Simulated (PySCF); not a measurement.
C4H5 (SMILES [CH-]=CC=C), charge -1, singlet, at a GFN2-xTB geometry; PySCF with HF/6-31G, TDHF.

Input for PySCF:
```python
from pyscf import gto, scf, tdscf

mol = gto.M(
    atom='''
C     0.681378    1.872858    0.016450
C     0.625982    0.509039    0.003613
C    -0.527155   -0.342904   -0.002228
C    -0.546740   -1.686648   -0.014945
H    -0.390157    2.282348    0.022423
H     1.581379   -0.039362   -0.003452
H    -1.491252    0.172628    0.004542
H     0.366432   -2.267594   -0.022237
H    -1.467193   -2.262090   -0.018615
''',
    basis='6-31g',
    charge=-1,
    spin=0,
    verbose=4,
)

mf = scf.RHF(mol)
mf.kernel()
td = mf.TDHF()
td.nstates = 5
td.kernel()
td.analyze()
```

Output, abridged:

```
PySCF version 2.14.0

[INPUT] verbose = 4
[INPUT] num. atoms = 9
[INPUT] num. electrons = 30
[INPUT] charge = -1
[INPUT] spin (= nelec alpha-beta = 2S) = 0
[INPUT] symmetry False subgroup None
[INPUT] Mole.unit = angstrom
[INPUT] Symbol           X                Y                Z      unit          X                Y                Z       unit  Magmom
[INPUT]  1 C      0.681378000000   1.872858000000   0.016450000000 AA    1.287617807304   3.539188690201   0.031085994749 Bohr   0.0
[INPUT]  2 C      0.625982000000   0.509039000000   0.003613000000 AA    1.182934538907   0.961944296722   0.006827580488 Bohr   0.0
[INPUT]  3 C     -0.527155000000  -0.342904000000  -0.002228000000 AA   -0.996178575195  -0.647994647018  -0.004210309806 Bohr   0.0
[INPUT]  4 C     -0.546740000000  -1.686648000000  -0.014945000000 AA   -1.033188861345  -3.187302788545  -0.028241956932 Bohr   0.0
[INPUT]  5 H     -0.390157000000   2.282348000000   0.022423000000 AA   -0.737289875582   4.313012640949   0.042373328891 Bohr   0.0
[INPUT]  6 H      1.581379000000  -0.039362000000  -0.003452000000 AA    2.988373209139  -0.074383399715  -0.006523334582 Bohr   0.0
[INPUT]  7 H     -1.491252000000   0.172628000000   0.004542000000 AA   -2.818057862710   0.326219641431   0.008583136058 Bohr   0.0
[INPUT]  8 H      0.366432000000  -2.267594000000  -0.022237000000 AA    0.692456123277  -4.285131621707  -0.042021839832 Bohr   0.0
[INPUT]  9 H     -1.467193000000  -2.262090000000  -0.018615000000 AA   -2.772592941879  -4.274730569117  -0.035177251809 Bohr   0.0

nuclear repulsion = 96.2818763955769
number of shells = 30
number of NR pGTOs = 108
number of NR cGTOs = 46
basis = 6-31g
ecp = {}

******** <class 'pyscf.scf.hf.RHF'> ********
method = RHF
initial guess = minao
damping factor = 0
level_shift factor = 0
DIIS = <class 'pyscf.scf.diis.CDIIS'>
diis_start_cycle = 1
diis_space = 8
diis_damp = 0
SCF conv_tol = 1e-09
SCF conv_tol_grad = None
SCF max_cycles = 50
direct_scf = True
direct_scf_tol = 1e-13
Set gradient conv threshold to 3.16228e-05
Initial guess from minao.
init E= -154.784415479987
  HOMO = -0.181680467374153  LUMO = 0.0168632369516355  gap/eV = 5.40265
cycle= 1 E= -154.109542043747  delta_E= 0.675  |g|= 0.394  |ddm|= 2.79
  HOMO = 0.0274293084460313  LUMO = 0.336810061245062  gap/eV = 8.41868
cycle= 2 E= -154.164161389424  delta_E= -0.0546  |g|= 0.201  |ddm|= 0.927
  HOMO = -0.069714440641975  LUMO = 0.336620572910975  gap/eV = 11.05694
cycle= 3 E= -154.176220690861  delta_E= -0.0121  |g|= 0.049  |ddm|= 0.449
  HOMO = -0.0717180939475952  LUMO = 0.335790363012912  gap/eV = 11.08887
cycle= 4 E= -154.177923692313  delta_E= -0.0017  |g|= 0.0181  |ddm|= 0.147
  HOMO = -0.0721073798786562  LUMO = 0.340018872247795  gap/eV = 11.21453
cycle= 5 E= -154.178127668709  delta_E= -0.000204  |g|= 0.00737  |ddm|= 0.0561
  HOMO = -0.0744776395512241  LUMO = 0.339738876452725  gap/eV = 11.27141
cycle= 6 E= -154.178185047636  delta_E= -5.74e-05  |g|= 0.00257  |ddm|= 0.0357
  HOMO = -0.0752370739129242  LUMO = 0.33990726368707  gap/eV = 11.29665
cycle= 7 E= -154.1781896661  delta_E= -4.62e-06  |g|= 0.000908  |ddm|= 0.00904
  HOMO = -0.0754782503553224  LUMO = 0.339947828248048  gap/eV = 11.30432
cycle= 8 E= -154.178190098355  delta_E= -4.32e-07  |g|= 0.000157  |ddm|= 0.00239
  HOMO = -0.0754854007275634  LUMO = 0.339922148964091  gap/eV = 11.30382
cycle= 9 E= -154.178190124738  delta_E= -2.64e-08  |g|= 6.45e-05  |ddm|= 0.000697
  HOMO = -0.0755024489158338  LUMO = 0.339914759065664  gap/eV = 11.30408
cycle= 10 E= -154.178190127715  delta_E= -2.98e-09  |g|= 2.17e-05  |ddm|= 0.000241
  HOMO = -0.0755030453853125  LUMO = 0.339913985730766  gap/eV = 11.30407
cycle= 11 E= -154.178190128058  delta_E= -3.43e-10  |g|= 3.59e-06  |ddm|= 9.43e-05
  HOMO = -0.0755029378249852  LUMO = 0.339914120951357  gap/eV = 11.30407
Extra cycle  E= -154.178190128066  delta_E= -7.79e-12  |g|= 1.48e-06  |ddm|= 1.01e-05
converged SCF energy = -154.178190128066

******** <class 'pyscf.tdscf.rhf.TDHF'> for <class 'pyscf.scf.hf.RHF'> ********
nstates = 5 singlet
deg_eia_thresh = 1.000e-03
wfnsym = None
conv_tol = 1e-05
eigh lindep = 1e-12
eigh level_shift = 0
eigh max_cycle = 100

Excitation energies (eV)
[3.52228213 5.90371755 7.77317316 7.85636594 8.14974814]

** Singlet excitation energies and oscillator strengths **
Excited State   1:      3.52228 eV    352.00 nm  f=0.0122
      15 -> 16       -0.62928
      15 -> 19       -0.31388
Excited State   2:      5.90372 eV    210.01 nm  f=0.7452
      14 -> 16        0.69676
Excited State   3:      7.77317 eV    159.50 nm  f=0.1047
      15 -> 17       -0.29049
      15 -> 18       -0.41035
      15 -> 20        0.28957
      15 -> 22       -0.37787
Excited State   4:      7.85637 eV    157.81 nm  f=0.0000
      13 -> 17       -0.13352
      14 -> 17        0.59239
      14 -> 18        0.32565
Excited State   5:      8.14975 eV    152.13 nm  f=0.0000
      13 -> 17       -0.15649
      14 -> 17        0.31246
      14 -> 18       -0.57859
      14 -> 21        0.10368

** Transition electric dipole moments (AU) **
state          X           Y           Z        Dip. S.      Osc.
  1         0.0007     -0.0036      0.3767      0.1419      0.0122
  2        -0.5157     -2.2104     -0.0200      5.1523      0.7452
  3        -0.6580      0.3416      0.0045      0.5497      0.1047
  4        -0.0000      0.0000     -0.0015      0.0000      0.0000
  5         0.0000     -0.0001      0.0077      0.0001      0.0000

** Transition velocity dipole moments (imaginary part, AU) **
state          X           Y           Z        Dip. S.      Osc.
  1         0.0003     -0.0012      0.1314      0.0173      0.0890
  2        -0.0912     -0.4054     -0.0037      0.1727      0.5306
  3        -0.2445      0.0882      0.0013      0.0675      0.1576
  4        -0.0000      0.0001     -0.0088      0.0001      0.0002
  5        -0.0000      0.0002     -0.0212      0.0004      0.0010

** Transition magnetic dipole moments (imaginary part, AU) **
state          X           Y           Z
  1        -1.0623      1.0836      0.0124
  2         0.0000     -0.0002      0.0228
  3        -0.0031      0.0152     -1.6032
  4        -0.2016      0.0819      0.0012
  5        -0.1398      0.2596      0.0027
```
